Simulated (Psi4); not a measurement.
Psi4 input (wB97X-D/6-311+G**):

```
memory 1500 MB

molecule {
-1 1
C    -1.52198300   -0.72584300   -0.31559100
C    -0.68373700    0.51506800    0.00317100
Si    1.26310700    0.26784200    0.20426300
H    -1.18260200   -1.18469400   -1.24854000
H    -1.39726700   -1.48021200    0.46638800
H    -2.60174800   -0.52101000   -0.41545300
H    -0.83912000    1.27114900   -0.77878000
H    -1.05293000    0.97680900    0.92931400
H     1.45063200   -0.58308000   -1.07460800
H     1.17385600   -0.96410200    1.13651400
symmetry c1
no_reorient
no_com
}

set {
  basis 6-311+G**
  reference rks
  scf_type df
  df_basis_scf def2-universal-jkfit
  dft_radial_points 99
  dft_spherical_points 590
  e_convergence 1e-8
  d_convergence 1e-7
  maxiter 150
}

e = energy('wb97x-d')
print_out(f'\nFINAL {e:.10f} DIPOLE {variable("CURRENT DIPOLE")[0]:.6f} {variable("CURRENT DIPOLE")[1]:.6f} {variable("CURRENT DIPOLE")[2]:.6f}\n')
```

From the output:

```
    One-Electron Energy =                -717.5955175671114148
    Two-Electron Energy =                 269.7703925157063054
    DFT Exchange-Correlation Energy =     -24.2620153253650059
    Empirical Dispersion Energy =          -0.0036006087686452
    VV10 Nonlocal Energy =                  0.0000000000000000
    Total Energy =                       -369.9064964833706313

Computation Completed

Properties will be evaluated at   0.000000,   0.000000,   0.000000 [a0]

Properties computed using the SCF density matrix

 Multipole Moments:

 ------------------------------------------------------------------------------------
     Multipole            Electronic (a.u.)      Nuclear  (a.u.)        Total (a.u.)
 ------------------------------------------------------------------------------------

 L = 1.  Multiply by 2.5417464519 to convert [e a0] to [Debye]
 Dipole X            :         -2.2206562           -0.0000019           -2.2206581
 Dipole Y            :         -0.4716479           -0.0000038           -0.4716517
 Dipole Z            :         -0.3592386           -0.0000057           -0.3592442
 Magnitude           :                                                    2.2984417

 ------------------------------------------------------------------------------------

FINAL -369.9064964834 DIPOLE -2.220658 -0.471652 -0.359244

*** Psi4 exiting successfully. Buy a developer a beer!
```

The dipole moment of an ion depends on the origin.

The geometry given is a B3LYP-D3(BJ)/def2-TZVP minimum.
